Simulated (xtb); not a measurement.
C3H9Ge (SMILES C[CH][CH2][GeH3]), doublet, from a rough starting geometry; GFN2-xTB (xtb).

Input for xtb:
```
$ xtb mol.xyz --gfn 2 --uhf 1 --opt vtight --json

# file mol.xyz
13

C      1.66655145     0.91760913    -0.21273879
C      0.98955212    -0.37849371     0.06859854
C     -0.15188111    -0.54902617     0.81389816
Ge    -1.81010647    -0.41743702    -0.30566028
H      2.49756402     0.86234684    -0.82238505
H      1.82328083     1.52932759     0.68282808
H      0.89428707     1.55369160    -0.82063505
H      1.38221500    -1.21814520    -0.43456223
H     -0.27434799    -1.41204136     1.32369858
H     -0.24785348     0.36499165     1.59282489
H     -1.97064292    -1.62011303    -1.12580615
H     -1.79193470     0.76963546    -1.27076890
H     -3.09240992    -0.27450054     0.48698819
```

Output, abridged:

```
   ID    Z sym.   atoms
    1    6 C      1-3
    2   32 Ge     4
    3    1 H      5-13

           -------------------------------------------------
          |                Calculation Setup                |
           -------------------------------------------------

           -------------------------------------------------
          |                 G F N 2 - x T B                 |
           -------------------------------------------------

          ...................................................
          :                      SETUP                      :
          :.................................................:
          :  # basis functions                  31          :
          :  # atomic orbitals                  30          :
          :  # shells                           18          :
          :  # electrons                        25          :
          :  max. iterations                   250          :
          :  Hamiltonian                  GFN2-xTB          :
          :  restarted?                      false          :
          :  GBSA solvation                  false          :
          :  PC potential                    false          :
          :  electronic temp.          300.0000000     K    :
          :  accuracy                    1.0000000          :
          :  -> integral cutoff          0.2500000E+02      :
          :  -> integral neglect         0.1000000E-07      :
          :  -> SCF convergence          0.1000000E-05 Eh   :
          :  -> wf. convergence          0.1000000E-03 e    :
          :  Broyden damping             0.4000000          :
          :  net charge                          0          :
          :  unpaired electrons                  1          :
          ...................................................

 iter      E             dE          RMSdq      gap      omega  full diag
   1    -12.9366904 -0.129367E+02  0.306E+00    3.48       0.0  T
   2    -12.9658271 -0.291366E-01  0.544E+00    5.42       1.0  T
   3    -12.9992273 -0.334002E-01  0.392E+00    5.10       1.0  T
   4    -13.0040608 -0.483353E-02  0.178E+00    5.03       1.0  T
   5    -13.0136882 -0.962740E-02  0.174E-01    4.66       1.0  T
   6    -13.0137109 -0.227526E-04  0.103E-01    4.68       1.0  T
   7    -13.0137170 -0.608546E-05  0.185E-02    4.69       1.5  T
   8    -13.0137174 -0.335383E-06  0.970E-03    4.69       2.9  T
   9    -13.0137175 -0.142847E-06  0.342E-03    4.69       8.1  T
  10    -13.0137175 -0.226785E-07  0.138E-03    4.69      20.1  T
  11    -13.0137175 -0.258019E-08  0.165E-04    4.69     168.3  T
  12    -13.0137175 -0.168345E-10  0.535E-05    4.69     518.3  T

   *** convergence criteria satisfied after 12 iterations ***

         :::::::::::::::::::::::::::::::::::::::::::::::::::::
         ::                     SUMMARY                     ::
         :::::::::::::::::::::::::::::::::::::::::::::::::::::
         :: total energy             -12.823184316119 Eh    ::
         :: gradient norm              0.169990192811 Eh/a0 ::
         :: HOMO-LUMO gap              4.689799374784 eV    ::
         ::.................................................::
         :: SCC energy               -13.013708014124 Eh    ::
         :: -> isotropic ES            0.000620357510 Eh    ::
         :: -> anisotropic ES          0.003403117412 Eh    ::
         :: -> anisotropic XC          0.007346083084 Eh    ::
         :: -> dispersion             -0.006881507359 Eh    ::
         :: repulsion energy           0.190523698005 Eh    ::
         :: add. restraining           0.000000000000 Eh    ::
         :: total charge               0.000000000000 e     ::
         :::::::::::::::::::::::::::::::::::::::::::::::::::::

      -----------------------------------------------------------
     |                   =====================                   |
     |                        A N C O P T                        |
     |                   =====================                   |
     |               Approximate Normal Coordinate               |
     |                Rational Function Optimizer                |
      -----------------------------------------------------------
      -----------------------------------------------------------
     |                   =====================                   |
     |                        A N C O P T                        |
     |                   =====================                   |
     |               Approximate Normal Coordinate               |
     |                Rational Function Optimizer                |
      -----------------------------------------------------------

          ...................................................
          :                      SETUP                      :
          :.................................................:
          :   optimization level         verytight          :
          :   max. optcycles                   260          :
          :   ANC micro-cycles                  20          :
          :   degrees of freedom                33          :
          :.................................................:
          :   RF solver                   davidson          :
          :   write xtbopt.log                true          :
          :   linear?                        false          :
          :   energy convergence         0.1000000E-06 Eh   :
          :   grad. convergence          0.2000000E-03 Eh/α :
          :   maxmium RF displ.          1.0000000          :
          :   Hlow (freq-cutoff)         0.1000000E-01      :
          :   Hmax (freq-cutoff)         5.0000000          :
          :   S6 in model hess.         20.0000000          :
          ...................................................

generating ANC from exact Hessian ...
Using Lindh-Hessian (1995)
 Shifting diagonal of input Hessian by    8.8597698313519872E-003
 Lowest  eigenvalues of input Hessian
[...]
 * total energy  :   -12.8457628 Eh     change       -0.9351407E-06 Eh
 * total energy  :   -12.8457631 Eh     change       -0.2211552E-06 Eh
 * total energy  :   -12.8457633 Eh     change       -0.2553306E-06 Eh
 * total energy  :   -12.8457636 Eh     change       -0.2865209E-06 Eh
 * total energy  :   -12.8457642 Eh     change       -0.6188141E-06 Eh
 * total energy  :   -12.8457647 Eh     change       -0.4841110E-06 Eh
 * total energy  :   -12.8457652 Eh     change       -0.4379358E-06 Eh
 * total energy  :   -12.8457657 Eh     change       -0.5018760E-06 Eh
 * total energy  :   -12.8457659 Eh     change       -0.2772699E-06 Eh
 * total energy  :   -12.8457662 Eh     change       -0.2357572E-06 Eh
 * total energy  :   -12.8457664 Eh     change       -0.2127522E-06 Eh
 * total energy  :   -12.8457665 Eh     change       -0.7837743E-07 Eh
   *** GEOMETRY OPTIMIZATION CONVERGED AFTER 63 ITERATIONS ***
         :: total energy             -12.845766457320 Eh    ::
[...]
         :: -> isotropic ES            0.000732381698 Eh    ::
         :: -> anisotropic ES          0.003524050193 Eh    ::
         :: -> anisotropic XC          0.007685601359 Eh    ::
         :: -> dispersion             -0.006843697141 Eh    ::
         :: repulsion energy           0.165448112760 Eh    ::
         :: add. restraining           0.000000000000 Eh    ::
         :: total charge              -0.000000000000 e     ::
         :::::::::::::::::::::::::::::::::::::::::::::::::::::

           -------------------------------------------------
          |                Property Printout                |
           -------------------------------------------------

    * Orbital Energies and Occupations

         #    Occupation            Energy/Eh            Energy/eV
      -------------------------------------------------------------
         1        2.0000           -0.6246196             -16.9968
         2        2.0000           -0.6063468             -16.4995
         3        2.0000           -0.5831004             -15.8670
         4        2.0000           -0.5423331             -14.7576
         5        2.0000           -0.5048735             -13.7383
         6        2.0000           -0.4848594             -13.1937
         7        2.0000           -0.4762598             -12.9597
         8        2.0000           -0.4494257             -12.2295
         9        2.0000           -0.4418733             -12.0240
        10        2.0000           -0.4325452             -11.7702
        11        2.0000           -0.4302125             -11.7067
        12        2.0000           -0.4284481             -11.6587
        13        1.0000           -0.2878732              -7.8334 (HOMO)
        14                         -0.1156252              -3.1463 (LUMO)
        15                         -0.1045724              -2.8456
        16                         -0.0986993              -2.6857
        17                          0.0174556               0.4750
        18                          0.0287893               0.7834
        19                          0.0411658               1.1202
        20                          0.1320521               3.5933
        21                          0.1506847               4.1003
        22                          0.1841126               5.0100
        23                          0.1973354               5.3698
        24                          0.2086029               5.6764
       ...                                ...                  ...
        30                          1.1624716              31.6325
      -------------------------------------------------------------
                  HL-Gap            0.1722480 Eh            4.6871 eV
             Fermi-level           -0.2799549 Eh           -7.6180 eV

     #   Z          covCN         q      C6AA      α(0)
     1   6 C        3.752    -0.094    22.364     6.744
     2   6 C        2.903    -0.074    29.852     8.959
     3   6 C        3.702    -0.076    22.115     6.724
     4  32 Ge       3.706     0.097   169.921    23.405
     5   1 H        0.925     0.038     2.471     2.458
     6   1 H        0.924     0.039     2.463     2.454
     7   1 H        0.923     0.046     2.368     2.407
     8   1 H        0.926     0.020     2.729     2.583
     9   1 H        0.924     0.041     2.437     2.441
    10   1 H        0.924     0.044     2.393     2.419
    11   1 H        0.938    -0.028     3.581     2.959
    12   1 H        0.938    -0.029     3.603     2.968
    13   1 H        0.937    -0.025     3.531     2.938

 Mol. C6AA /au·bohr⁶  :       1839.130034
 Mol. C8AA /au·bohr⁸  :      65876.951533
 Mol. α(0) /au        :         69.458563

Wiberg/Mayer (AO) data.
largest (>0.10) Wiberg bond orders for each atom

 ---------------------------------------------------------------------------
     #   Z sym  total        # sym  WBO       # sym  WBO       # sym  WBO
 ---------------------------------------------------------------------------
     1   6 C    3.998 --     2 C    1.079     5 H    0.980     6 H    0.974
                             7 H    0.938
     2   6 C    3.416 --     3 C    1.152     1 C    1.079     8 H    0.974
                             4 Ge   0.113
     3   6 C    3.995 --     2 C    1.152     9 H    0.955    10 H    0.951
                             4 Ge   0.795
     4  32 Ge   3.558 --    12 H    0.864    11 H    0.863    13 H    0.854
                             3 C    0.795     2 C    0.113
     5   1 H    0.998 --     1 C    0.980
     6   1 H    0.998 --     1 C    0.974
     7   1 H    0.996 --     1 C    0.938
     8   1 H    1.000 --     2 C    0.974
     9   1 H    0.998 --     3 C    0.955
    10   1 H    0.998 --     3 C    0.951
    11   1 H    0.999 --     4 Ge   0.863
    12   1 H    0.999 --     4 Ge   0.864
    13   1 H    0.999 --     4 Ge   0.854
 ---------------------------------------------------------------------------

Topologies differ in total number of bonds
Writing topology from bond orders to xtbtopo.mol

molecular dipole:
                 x           y           z       tot (Debye)
 q only:        0.007       0.107       0.079
   full:        0.187       0.097       0.194       0.729
molecular quadrupole (traceless):
                xx          xy          yy          xz          yz          zz
 q only:       -0.468       0.569       0.255      -0.656      -0.301       0.213
  q+dip:       -2.429       0.311       1.768      -2.398      -0.125       0.660
   full:       -2.092       0.374       1.282      -1.791      -0.236       0.809

optimized geometry written to: xtbopt.xyz

           -------------------------------------------------
          | TOTAL ENERGY              -12.845766457320 Eh   |
          | GRADIENT NORM               0.000043084829 Eh/α |
          | HOMO-LUMO GAP               4.687106863632 eV   |
           -------------------------------------------------
```
